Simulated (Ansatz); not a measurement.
Born–Oppenheimer molecular dynamics of a periodic cell of 33 atoms, LiH₂₁O₁₁ (contents 10 H2O + 1 Li + 1 OH, density as packed 0.98 g/cm³ with natural masses). It starts from a partly relaxed structure (largest force component 0.43 eV/Å).

The calculation used Ansatz, DFT PBE, scalar-relativistic, plane waves, PAW. Settings: cutoff 420 eV, k mesh 1x1x1, fermi-dirac smearing 0.05 eV, no spin polarisation.

* ensemble: NVT, Langevin thermostat
* time step: 0.75 fs
* steps asked: 280
* set temperature: 700 K
* friction: 0.02 /fs
* seed: 571780

First frame:

```xyz
33
Lattice="7.0068 0.0000 0.0000 0.0000 7.0068 0.0000 0.0000 0.0000 7.0068" Properties=species:S:1:pos:R:3
O 0.526 3.123 2.975
H 0.673 3.833 2.305
H -0.419 2.858 2.801
O 3.918 5.162 1.732
H 3.409 5.029 2.642
H 4.477 5.942 1.925
O 4.991 2.594 2.090
H 4.681 3.536 1.970
H 4.978 2.273 1.153
O 1.301 4.722 0.736
H 0.956 5.436 0.142
H 2.186 5.068 1.006
O 4.496 4.656 5.702
H 3.690 4.764 5.056
H 4.201 4.910 6.598
O 1.450 7.073 3.484
H 0.495 6.850 3.493
H 1.958 6.126 3.665
O 5.537 -0.021 4.648
H 4.975 0.687 5.054
H 5.175 -0.878 5.011
O 1.885 2.001 0.593
H 1.568 2.924 0.419
H 1.322 1.372 0.039
O 4.392 1.942 6.315
H 3.458 1.936 6.667
H 4.487 2.882 5.977
O 0.731 0.092 6.193
H -0.178 0.125 5.766
H 1.283 0.100 5.369
Li 1.737 1.660 2.516
O 2.664 4.951 3.924
H 2.023 4.221 3.987
```

Task: What does the run give?

Result: The run went to its last step.

| Quantity | Value |
| --- | --- |
| steps done | 280 |
| time covered | 210 fs |
| mean temperature over the second half | 655 K |
| spread of the potential energy over the second half | 9.3 meV per atom |
| mean potential energy of the second half above the start | 80.1 meV per atom |

A run of 0.21 ps of so small a system gives no equilibrium averages. Limits of this set-up: coarse k mesh.

Task: What happens to the structure?

Result: Mean squared displacements from the first frame to the last, about the centre of mass: O 0.54 Å², H 0.86 Å², Li 0.24 Å². This is one draw of velocities; another would differ in detail.

Task: How do temperature and energy run in time?

Result: 
```tsv
time (fs)	T (K)	potential energy less start (eV)
0.0	679	0.000
10.5	601	1.302
21.0	441	1.636
31.5	555	1.752
42.0	631	1.739
52.5	501	2.229
63.0	500	2.226
73.5	434	2.478
84.0	523	2.322
94.5	618	2.311
105.0	528	2.646
115.5	636	2.362
126.0	650	2.233
136.5	609	2.254
147.0	663	2.239
157.5	747	2.607
168.0	682	3.178
178.5	591	3.086
189.0	678	2.543
199.5	710	3.045
210.0	743	2.895
```

Run time: 9.2 min on 1 thread of Arm Neoverse V1 (shared host), peak memory 0.38 GiB.
